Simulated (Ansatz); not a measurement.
Ansatz (an electronic-structure program) input for Os(O)4 anion (O4Os), SMILES [O]=[Os](=[O])(=[O])=[O] (connectivity only; charge and spin as stated), charge -1, multiplicity 2, PBE/def2-SVPD. The structure is a stationary point at B3LYP-D3(BJ)/def2-SVPD. The spin state was assumed, not searched. The isomer is the one that the SMILES or the coordinates give; other isomers of the formula were not compared. The def2 effective core potentials stand for the cores of Os; spin–orbit coupling is left out.

Ansatz 0.2 input:
```yaml
crystal:
  periodic: [false, false, false]
  atoms:
    - {symbol: Os, position_ang: [-0.00000000, 0.00000000, 0.00000000]}
    - {symbol: O, position_ang: [1.05557128, 1.05557125, -0.92520434]}
    - {symbol: O, position_ang: [1.05557125, -1.05557125, 0.92520436]}
    - {symbol: O, position_ang: [-1.05557125, -1.05557128, -0.92520434]}
    - {symbol: O, position_ang: [-1.05557128, 1.05557128, 0.92520431]}
basis:
  gaussian:
    orbitals: def2-SVPD
hamiltonian:
  xc: {name: PBE}
total_charge: -1
magnetization: {spin_polarized: true, initial_magnetization: 1}
```

Program output:

```
WARN ansatz: RAYON_NUM_THREADS=1 ignored (pool sized by the plan → 1); use --threads N
Functional definition: PBE
integrals: 0.05 GiB planned
1052 factors; their error is unknown
mean field: 0.50 GiB planned
mean field evaluation 1: about -10615.5580 eV, gradient 9.1e1 eV
mean field evaluation 2: about -10379.9704 eV, gradient 2.5e2 eV
mean field evaluation 4: about -10646.7050 eV, gradient 1.1e1 eV
mean field evaluation 8: about -10647.1752 eV, gradient 2.7e-2 eV
mean field evaluation 16: about -10647.1200 eV, gradient 1.0e-4 eV
mean field evaluation 32: about -10646.7913 eV, gradient 3.2e-6 eV
mean field -10647.12001395 eV, -391.2744436355 hartree, gradient 1.6e-5 eV, S^2 0.751813; 4 other end points of the search recorded, 0 dependent functions left out
reference -10647.12005262 eV, -391.2744450565 hartree; 25, 24 occupied and 102, 103 virtual orbitals, 1052 factors
Total energy: -10647.12005262 eV, -391.2744450565 hartree
```

The calculation finished and met its thresholds.
